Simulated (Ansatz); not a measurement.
## One arrangement of a pair

The pair of Ag⁺ (SMILES [Ag+], atom 1) and C$_{2}$H$_{4}$ (SMILES C=C, atoms 2–7), both closed shells, in one local arrangement (a lower one may exist), relaxed at PBE0-D4/def2-TZVP:

```csv
atom,x (Å),y (Å),z (Å)
Ag1,-0.0084,0.0499,-1.9562
C2,-0.4603,0.4921,0.2868
C3,0.4626,-0.5060,0.2573
H4,-0.1599,1.5311,0.3930
H5,-1.5215,0.2729,0.3668
H6,0.1630,-1.5490,0.3131
H7,1.5246,-0.2909,0.3393
```

Program: Ansatz 0.2.0. Basis: def2-TZVPPD, with def2-QZVPPD for the basis limit. Cores are frozen in the correlated methods. Filled d shells of the heavier atoms are correlated. Core potentials replace the inner electrons of the atoms past krypton. B3LYP uses VWN-RPA correlation. Extrapolation: Hartree–Fock as exp(−7.88 √X), correlation as X^−2.97. Interaction energies count from these two fragments, frozen as in the pair, with the counterpoise correction; negative means bound.

Problem. What is the interaction energy by CCSD(T) at an estimated basis limit (MP2 extrapolated from triple and quadruple zeta, plus CCSD(T) − MP2 in triple zeta)? (Judge from chemistry; the value comes from the calculation.)

Solution. The calculation gives: -158.2 kJ/mol. Hartree–Fock alone gives -86.9 kJ/mol at the basis limit. It counts from the two fragments frozen as in the pair.

The same quantity by other methods in triple zeta, and each one's difference from that estimate:
```tsv
method	E_int (kJ/mol)	difference
PBE-D4	-191.5	-33.3
revPBE-D4	-174.2	-16.1
BLYP-D4	-180.3	-22.1
r2SCAN-D4	-192.3	-34.1
B97M-V	-175.8	-17.7
PBE0-D4	-172.6	-14.4
B3LYP-D4	-168.4	-10.3
HSE06-D4	-172.5	-14.3
wB97X-V	-158.1	0.1
wB97M-V	-157.9	0.3
B2PLYP	-158.1	0.1
HF	-86.0	72.2
MP2	-163.0	-4.8
CCSD	-133.7	24.5
CCSD(T)	-142.0	16.2
```
Differences are method less estimate.

Energy to bend the free fragments (PBE0-D4 minima) into their shapes in the pair, CCSD(T)/def2-TZVPPD: C$_{2}$H$_{4}$ 4.3 kJ/mol. This must be added to the interaction energy to get the binding energy from relaxed fragments.

Basis-set superposition shift (counterpoise-corrected less uncorrected): CCSD(T) 12.8; MP2 12.2; HF 0.6; PBE0-D4 0.6; wB97M-V 0.7 kJ/mol.

No T1 diagnostic of these runs exceeds 0.012. The restricted Hartree–Fock reference is unstable towards an unrestricted one at one or more of these structures.

For scale, one of the runs: CCSD(T)/def2-TZVPPD, 198 basis functions, launched by `ansatz run in.yaml --threads 4 --pin off --events-out ev --progress --plain --max-ram 9574MiB`. Time: 20 s of wall clock on 4 CPU threads of an Arm Neoverse V2; the host was shared. Peak host memory: 1.8 GiB.
